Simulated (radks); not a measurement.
Q: The mean radii <r> (bohr) of the occupied orbitals of an atom or ion are listed with their occupations. All-electron calculation, Dirac Kohn-Sham, PBEsol, spin-unpolarised, spherical densities, finite nucleus; Fermi nuclear charge, rms radius of each element as measured or else 0.836 A^(1/3) + 0.57 fm. Program: a radial shooting solver on a logarithmic mesh with Libxc functionals.

| orbital | occ. | <r> |
|---|---|---|
| 1s1/2 | 2 | 0.04031 |
| 2s1/2 | 2 | 0.1775 |
| 2p1/2 | 2 | 0.1521 |
| 2p3/2 | 4 | 0.1562 |
| 3s1/2 | 2 | 0.4975 |
| 3p1/2 | 2 | 0.4939 |
| 3p3/2 | 4 | 0.5030 |
| 3d3/2 | 4 | 0.4828 |
| 3d5/2 | 4 | 0.4857 |

Name the element and its charge. Open shells, if any, fill j = l - 1/2 first.

A: Z = 37, rubidium, charge +11: Rb11+ in [Ar] 3d8. The 1s radius gives Z: for a bare nucleus <r> = (2 gamma + 1)/(2Z) with gamma = sqrt(1 - (Z/c)^2), 0.03954 bohr for Z = 37, and screening makes it slightly larger (0.04031 here). The occupations add up to 26, and the charge is Z minus that.
